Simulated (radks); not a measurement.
Dynamic dipole polarisability and lines of the cadmium ion Cd2+, [Kr] 4d10. Calculated with a radial shooting solver on a logarithmic mesh with Libxc functionals: scalar-relativistic Kohn-Sham, PBE, spin-polarised, spherical densities, finite nucleus; Fermi nuclear charge, rms radius of each element as measured or else 0.836 A^(1/3) + 0.57 fm. Time-dependent linear response with the Hartree and adiabatic LDA kernel, continuum included through the Sternheimer equations, no spin-orbit coupling, so fine structure and intercombination lines are absent. Lines are the poles of the dipole polarisability below minus the highest occupied eigenvalue, found on a grid refined at the orbital gaps; the lowest seven at most are given, and weak or close lines can be missed. The first line takes the name of the lowest orbital gap if no other gap lies below it; otherwise a line is named after a gap within 0.6 % of it, if that gap stands alone.

photon energy (eV),alpha (bohr^3)
0,5.673
1.499,5.694
3.498,5.794
5.498,5.991
7.497,6.323
9.496,6.879
11.495,7.888
13.494,10.20
15.493,21.56
17.492,-10.55
19.492,0.2303
21.491,2.969
23.490,5.168
25.489,6.819
27.488,4.295

Lines (eV, oscillator strength): 16.466 (75.30 nm, 4d-5p), f = 0.719; 24.799 (49.99 nm, 4d-6p), f = 0.0485; 26.644 (46.53 nm, 4d-4f), f = 0.212; 27.266 (45.47 nm, unassigned), f = 0.0233; 28.053 (44.20 nm, unassigned), f = 0.120. Higher lines, where found, are left out when the end of the mesh affects them. Those listed give 42 % of the static polarisability (sum of f/w^2). Orbital energy gaps for comparison: 4d-5p 15.851 eV; 4d-6p 24.702 eV; 4d-4f 26.625 eV; 4d-7p 27.225 eV; 4d-5f 28.027 eV. At laser wavelengths: 1550 nm 5.679, 1064 nm 5.686, 780 nm 5.697, 532 nm 5.725, 355 nm 5.794, 266 nm 5.895, 193 nm 6.125 bohr^3.
